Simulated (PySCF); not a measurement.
C6H5O, multiplicity 2. Atoms are numbered in the order given.

```xyz
12

O      0.1201    -2.2253     0.0000
C      0.0298    -0.8771     0.0000
C      1.2271    -0.1496     0.0000
C      1.1977     1.2470     0.0000
C     -0.0387     1.8560     0.0000
C     -1.2427     1.1913     0.0000
C     -1.2004    -0.2086     0.0000
H     -0.7654    -2.6032     0.0000
H      2.1718    -0.6978     0.0000
H      2.1296     1.8188     0.0000
H     -2.2023     1.7151     0.0000
H     -2.1321    -0.7844     0.0000
```
Charge 0, spin multiplicity 2.

Geometry optimised at PBE0-D3(BJ)/def2-SVP. The isomer is the one that the SMILES or the coordinates give; other isomers of the formula were not compared. One conformer was computed; it need not be the lowest.

Calculation: PBE/def2-TZVP (PySCF).

Gas-phase values at a fixed geometry.

- total energy = -306.52191 hartree
- point group = Cs
- α spin, highest occupied and lowest empty level = -5.61 and -1.39 eV
- β spin, highest occupied and lowest empty level = -5.45 and -3.20 eV
- dipole moment = 1.68 D
- quadrupole, principal values (traceless, Buckingham form, about the centre of nuclear charge) = -6.93, -4.20, 11.13 D·Å
- mean static polarisability = 70.6 bohr³ (10.46 Å³)
- polarisability, principal values = 40.6, 83.3, 88.0 bohr³
- ⟨S²⟩ = 0.756 (pure state 0.75)
